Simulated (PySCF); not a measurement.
PbHBr, SMILES [Br][PbH] (connectivity only; charge and spin as stated), neutral, multiplicity 1.

Geometry: PBE0-D3(BJ)/def2-TZVP. The def2 effective core potentials stand for the cores of Pb; spin–orbit coupling is left out.

These are B3LYP/def2-TZVPD (PySCF) values and carry that method's errors.

Symmetry labels are those of the subgroup Cs that the program uses (full group Cs).

List the valence orbital energies around the gap with their symmetry. (An estimate is asked for; the answer gives what the named calculation found.)


```csv
orbital,symmetry,energy (eV)
HOMO−7,A',-23.63
HOMO−6,A',-23.46
HOMO−5,A',-20.10
HOMO−4,A',-14.17
HOMO−3,A',-8.58
HOMO−2,A',-7.96
HOMO−1,A",-7.89
HOMO,A',-6.86
LUMO,A",-3.34
LUMO+1,A',-1.40
LUMO+2,A',-0.40
LUMO+3,A',0.48
```
